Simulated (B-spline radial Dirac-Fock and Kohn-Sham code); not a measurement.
## The Mn-like isoelectronic sequence (25 electrons), Z = 25 to 36

Method: ΔSCF Dirac-Fock with Breit, self-energy and vacuum polarisation, finite nucleus, configuration average. Computed with an atomic code on a B-spline grid. Binding energies in eV, tabulated ground configurations. Correlation energy is missing from these numbers.

| ion | configuration | 2s | 2p1/2 | 2p3/2 | 3p3/2 | outermost level | NIST ionisation energy |
| --- | --- | --- | --- | --- | --- | --- | --- |
| Mn | [Ar] 3d5 4s2 | 785.0 | 664.0 | 653.8 | 62.88 | 6.64 (4s) | 7.434038 |
| Fe⁺ | [Ar] 3d6 4s1 | 871.4 | 744.0 | 731.8 | 78.61 | 14.90 (4s) | 16.19921 |
| Co²⁺ | [Ar] 3d7 | ? | ? | ? | ? | ? | ? |
| Ni³⁺ | [Ar] 3d7 | 1072.1 | 931.3 | 914.2 | 124.7 | 55.12 (3d) | 54.92 ± 0.25 |
| Cu⁴⁺ | [Ar] 3d7 | 1188.5 | 1040.9 | 1020.8 | 156.4 | 80.72 (3d) | 79.8 ± 0.7 |
| Zn⁵⁺ | [Ar] 3d7 | 1312.7 | 1158.1 | 1134.7 | 191.5 | 109.8 (3d) | 108 ± 1 |
| Ga⁶⁺ | [Ar] 3d7 | 1444.5 | 1282.9 | 1255.8 | 229.9 | 142.1 (3d) | 140.8 ± 1.4 |
| Ge⁷⁺ | [Ar] 3d7 | 1584.0 | 1415.3 | 1384.0 | 271.6 | 177.8 (3d) | 176.4 ± 1.7 |
| As⁸⁺ | [Ar] 3d7 | 1731.0 | 1555.1 | 1519.2 | 316.4 | 216.6 (3d) | 213 ± 2.2 |
| Se⁹⁺ | [Ar] 3d7 | 1885.6 | 1702.5 | 1661.5 | 364.4 | 258.6 (3d) | 255 ± 2.2 |
| Br¹⁰⁺ | [Ar] 3d7 | 2047.7 | 1857.4 | 1810.7 | 415.6 | 303.8 (3d) | 301 ± 2.4 |
| Kr¹¹⁺ | [Ar] 3d7 | 2217.5 | 2019.8 | 1966.8 | 469.9 | 352.1 (3d) | 350 ± 3 |

Question: Fill in the row of Co²⁺.

Answer: 2s 963.6, 2p1/2 829.6, 2p3/2 815.1, 3p3/2 96.62, outermost 33.13 (3d), NIST 33.5 ± 0.06 eV.

NIST's values are for the lowest levels; a dash marks a value that is missing or belongs to another shell. Their kind here: measured, semi-empirical, theoretical. Where a p, d or f shell is open in either ion the computed value averages over both j values and all terms, while the table refers to the lowest levels; that difference holds spin-orbit splitting (largest in heavy or highly charged ions), term energies where several electrons share open shells, and correlation, and it can reach 10 % or more.
